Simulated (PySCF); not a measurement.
BeN, PBE: how much the basis matters

PySCF, UKS reference; quartet, unpaired electrons σ ↑, π ↑↑; De to Be + N without counterpoise correction.

| basis | relativity | functions | Re (Å) | ωe (cm⁻¹) | De (eV) | μ (D) |
| --- | --- | --- | --- | --- | --- | --- |
| 3-21G | no relativity | 18 | 1.656 | 892 | 2.07 | -0.79 |
| 6-31G(d,p) | no relativity | 28 | 1.621 | 900 | 2.20 | -1.05 |
| aug-pcseg-1 | no relativity | 36 | 1.634 | 868 | 2.13 | -1.29 |
| def2-TZVP | no relativity | 50 | 1.620 | 905 | 2.22 | -1.17 |

(1) How does each smaller set differ from the one with most functions, def2-TZVP?

A positive dipole means Be(−)N(+). 3-21G is very small, so such numbers show the basis as much as the molecule. The state was picked by a PBE0 search and need not be the measured ground state.

## Answers

(1) 3-21G: +3.6 pm, -1.4 % in ωe, -0.15 eV in De; 6-31G(d,p): +0.1 pm, -0.6 % in ωe, -0.02 eV in De; aug-pcseg-1: +1.4 pm, -4.1 % in ωe, -0.09 eV in De. All at PBE; the set with most functions is neither the basis-set limit nor always the best.
